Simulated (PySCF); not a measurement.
**Assigning NMR signals**

Geometry:
```csv
atom,x (Å),y (Å),z (Å)
N1,-2.343,0.332,1.174
Si2,-2.103,-0.870,-0.038
Si3,-0.105,-0.386,-1.082
C4,1.127,0.390,0.139
Si5,2.546,-0.598,0.880
C6,0.950,1.642,0.517
F7,-0.075,2.400,0.044
H8,-3.156,0.278,1.767
H9,-2.149,1.295,0.954
H10,-2.128,-2.126,0.724
H11,-3.203,-0.971,-1.021
H12,0.579,-1.575,-1.616
H13,-0.215,0.550,-2.212
H14,3.346,0.258,1.760
H15,1.987,-1.716,1.644
H16,3.385,-1.109,-0.205
H17,1.551,2.218,1.209
```

Method: GIAO PBE0/pcSseg-1 shieldings, GFN2-xTB geometry, in PySCF (no relativistic terms, single conformer, in vacuum, one averaged value for each set of equivalent atoms).

Shifts are taken against calculated references (same method and geometry level): ¹³C, ¹H against TMS.

Task: Assign these signals to the numbered atoms. ¹³C{¹H} NMR (computed): δ 169.4, 103.2.

Result: 
| δ (ppm) | atoms | environment | reason |
| --- | --- | --- | --- |
| 169.4 | C6 | alkene CH | – |
| 103.2 | C4 | fully substituted alkene carbon | an sp2 carbon of a C=C bond |

Task: Assign these signals to the numbered atoms. ¹H NMR (600 MHz, computed): δ 7.15 (m, 1H), 5.04 (t, 2H), 4.34 (t, 2H), 4.29 (s, 3H), -0.07 (br s, 2H).

Result: 
```tsv
δ (ppm)	atoms	environment	reason
7.15	H17	hydrogen on an alkene CH	olefinic region
5.04	H10/H11	hydrogen on a silicon bonded to N, Si	–
4.34	H12/H13	hydrogen on a silicon bonded to C, Si	–
4.29	H14/H15/H16	hydrogen on a silicon bonded to C	–
-0.07	H8/H9	hydrogen on a nitrogen bonded to Si	exchangeable; this is the value without hydrogen bonding to other molecules
```

H12/H13 and H14/H15/H16 lie closer than the usual error of such a calculation, so a measured spectrum could show them in the other order.

Exchangeable OH/NH protons stand at their gas-phase positions; hydrogen bonding in a real sample shifts them, mostly to higher δ. Splittings by ¹⁹F in the carbon and heteronuclear signals aren't shown, as no couplings were computed. Shifts are as computed. Against solution values, carbons near 30 ppm lie about +3 ppm off and those near 130 ppm about +5 ppm. Of 1211 compounds with measured shifts, 218 miss one by over three times the rms of a fit or turn the order of signals round; such compounds aren't used in these exercises. Multiplicities follow the n + 1 count of equivalent neighbours, as no J values were calculated; m marks all less simple cases, F and P coupling included.
